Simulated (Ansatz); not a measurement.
Two isomers of C2H10N2Si: A = `NCC[SiH2]N`, B = `CNC(N)[SiH3]`.

Program: Ansatz. Geometries: PBE0-D4/def2-TZVP. ΔE: electronic, gas phase. CCSD(T)/CBS adds triple-zeta CCSD(T) − MP2 to the extrapolated MP2 energy (def2 sets, frozen cores). DFT in def2-TZVPP. B3LYP here is the variant with VWN-RPA as its local correlation; programs differ in this. One conformer a species, not always the lowest.

(1) Which is lower in electronic energy at CCSD(T)/CBS, and by how much? (Estimate.)

(2) Give E(B) − E(A) in kJ/mol with r2SCAN-D4, PBE0-D4, B3LYP, CCSD/def2-TZVPP, HF/def2-TZVPP, B2PLYP, MP2/def2-TZVPP. (Best estimate.)

Largest T1 diagnostic: 0.011.

Answers

(1) Computed: A, by 152.9 kJ/mol.

(2) Ansatz gave: r2SCAN-D4 147.4, PBE0-D4 143.0, B3LYP 147.0, CCSD/def2-TZVPP 151.2, HF/def2-TZVPP 158.7, B2PLYP 150.4, MP2/def2-TZVPP 155.6. None reverses the order clearly.

In def2-TZVPP, CCSD(T) changes the Hartree–Fock value by −10.7 kJ/mol (the triples alone add −3.1 kJ/mol) and MP2 by −3.0 kJ/mol. From PBE to PBE0 (25 % exact exchange), in def2-TZVPP and without D4, E(B) − E(A) moves by +8.2 kJ/mol.
